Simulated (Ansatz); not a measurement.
Basis-set extrapolation for C₃H₈AlBO (PBE0-D4/def2-TZVP geometry, frozen core, the Gaussian-basis code of Ansatz). Multiplicity 1, RHF reference.

```csv
,def2-TZVPP,def2-QZVPP
HF,-459.787343,-459.805024
MP2 correlation,-0.927148,-0.989782
CCSD(T) correlation,-1.015490,not run
```

Energies in hartree. Use E(X) = E(∞) + A·exp(−7.88·√X) for Hartree–Fock and E(X) = E(∞) + B·X^(−2.97) for correlation, with X = 3 and 4, and add CCSD(T) minus MP2 of the smaller set to the MP2 limit.

Task: What is the CCSD(T) energy at the basis-set limit?

Result: HF limit: -459.805024 + (-0.017681) × 0.13774 = -459.80746. MP2 limit: -0.989782 + (-0.062634) × 0.74074 = -1.03618. Higher-order term: -1.015490 − (-0.927148) = -0.08834. Total: -460.93198 hartree, 81.0 kcal/mol below CCSD(T)/def2-TZVPP.
